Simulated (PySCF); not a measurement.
UHF on Be²⁺ (beryllium, charge +2)

Configuration: 1s2, closed-shell 1S. Calculation: PySCF 2.14, in jorge-DZP-DKH (4s2p1d, 15 functions); the spin-free X2C one-electron Hamiltonian (Gaussian nucleus).

* Total energy: -13.612928 hartree
* One-electron energy: -15.8899 hartree
* Hartree (Coulomb) energy: 4.5540 hartree
* Exchange energy: -2.2770 hartree
* ⟨S²⟩: 0.0000
* ⟨L²⟩: 0.000
* Sum of ⟨r⟩: 0.8285 bohr
* Sum of ⟨r²⟩: 0.4641 bohr²
* Langevin diamagnetic susceptibility: -0.368 ×10⁻⁶ cm³/mol
* Time after the integrals: 0.03 s of wall time on 1 thread of Neoverse-V2 (shared host)

| shell | electrons | mean orbital energy (hartree) | rms radius, mean of both spins (bohr) |
| --- | --- | --- | --- |
| 1s | 2 | -5.66796 | 0.482 |
